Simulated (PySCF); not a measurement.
F₆Te, charge -1, multiplicity 2. Atoms are numbered in the order given.

```xyz
7

F      0.0000     2.0271     0.0000
Te     0.0000     0.0000     0.0000
F     -2.0271     0.0000     0.0000
F      2.0271     0.0000     0.0000
F      0.0000     0.0000    -2.0271
F      0.0000     0.0000     2.0271
F      0.0000    -2.0271     0.0000
```
Charge -1, spin multiplicity 2.

Geometry optimised at PBE-D3(BJ)/def2-SVPD. The spin state was assumed, not searched. The def2 effective core potentials stand for the cores of Te; spin–orbit coupling is left out.

Level of theory: PBE/def2-SVPD (PySCF).

Gas-phase values at a fixed geometry.

### Question
Estimate the frontier levels, dipole moment and polarisability. (An estimate is asked for; the answer gives what the named calculation found.)

### Answer

```json
{
 "α spin, highest occupied and lowest empty level": "-2.29 and 2.81 eV",
 "β spin, highest occupied and lowest empty level": "-4.61 and -1.80 eV",
 "dipole_moment_about_the_centre_of_nuclear_charge": "0.000 e·Å",
 "mean_static_polarisability": "64.0 bohr³ (9.48 Å³)",
 "polarisability_principal_values": "64.0, 64.0, 64.0 bohr³",
 "⟨S²⟩": "0.751 (pure state 0.75)"
}
```
